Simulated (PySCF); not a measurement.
Threshold energies of SnO in a plasma

PBE in PySCF with def2-TZVPPD on every atom (core potentials on Sn), for the lowest determinant that a PBE0 search found; no spin–orbit coupling.

| species | state (unpaired electrons) | Re (Å) | ωe (cm⁻¹) | energy of the minimum from the neutral (eV) | De (eV) | dissociates to |
| --- | --- | --- | --- | --- | --- | --- |
| SnO | singlet (closed shell) | 1.848 | 803 | 0.00 | 6.19 | Sn + O |
| SnO⁺ | doublet (π ↑) | 2.005 | 600 | 9.78 | 3.67 | Sn⁺ + O |

Question: Work out the lowest energy to break SnO into atoms, from its vibrational ground state.

Answer: D0 = De − ωe/2 = 6.19 − 0.05 = 6.14 eV (PBE/def2-TZVPPD).

Question: Work out the ionisation energy of the Sn atom at this level and the threshold of dissociative ionisation.

Answer: IE(Sn) = 9.78 + 3.67 − 6.19 = 7.26 eV, so Sn⁺ + O + e⁻ appears at D0 + IE(Sn) = 13.40 eV (PBE/def2-TZVPPD). The measured IE(Sn) is 7.344 eV (NIST ASD).

These are thermodynamic thresholds; the onsets seen under electron impact lie higher where the geometry changes, and cross-sections peak well above them.

Spin–orbit coupling is left out, which matters for elements this heavy, above all for dissociation energies. For an ion De counts to the pair picked by the measured ionisation energies or electron affinities, which need not be the lowest pair at this level. States were picked by a PBE0 search and need not be the measured ground states.
